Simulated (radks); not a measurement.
Hg43+, 37 electrons, occupied as [Kr] 4d1.

All-electron calculation, scalar-relativistic Kohn-Sham, PBEsol, spin-polarised, spherical densities, finite nucleus; open shells are filled with parallel spins first (spin-orbit coupling, left out, can overturn this in heavy ions); Fermi nuclear charge, rms radius 5.4648 fm. Program: a radial shooting solver on a logarithmic mesh with Libxc functionals.

Energy parts (hartree):
total: -18399.7991
kinetic: 20788.4224
electron-nucleus: -42808.6028
Hartree: 3902.8422
exchange-correlation: -282.4608

Orbitals (lengths in bohr, moments of r in powers of bohr):
| orbital | occ. | eigenvalue (hartree) | <1/r> | <r^4> |
|---|---|---|---|---|
| 1s up | 1 | -3129.861 | 97.49 | 4.000e-07 |
| 1s down | 1 | -3129.859 | 97.49 | 4.000e-07 |
| 2s up | 1 | -617.1475 | 22.89 | 0.00005808 |
| 2s down | 1 | -617.0996 | 22.89 | 0.00005808 |
| 2p up | 3 | -542.9004 | 20.29 | 0.00004739 |
| 2p down | 3 | -542.8605 | 20.29 | 0.00004738 |
| 3s up | 1 | -201.7076 | 8.594 | 0.001986 |
| 3s down | 1 | -201.6796 | 8.595 | 0.001984 |
| 3p up | 3 | -180.1528 | 7.838 | 0.002151 |
| 3p down | 3 | -180.1220 | 7.839 | 0.002149 |
| 3d up | 5 | -158.0564 | 7.369 | 0.001602 |
| 3d down | 5 | -158.0141 | 7.369 | 0.001600 |
| 4s up | 1 | -92.80035 | 4.120 | 0.02979 |
| 4s down | 1 | -92.66817 | 4.120 | 0.02981 |
| 4p up | 3 | -84.81795 | 3.820 | 0.03479 |
| 4p down | 3 | -84.68760 | 3.819 | 0.03483 |
| 4d up | 1 | -76.11434 | 3.582 | 0.03578 |
| 4d down | 0 | -75.98421 | 3.581 | 0.03583 |

The highest occupied level is 4d up at -2071.2 eV. The electron density at the nucleus is 2.5e+06 e/bohr^3 (large components only). Spin moment in Bohr magnetons: 1.
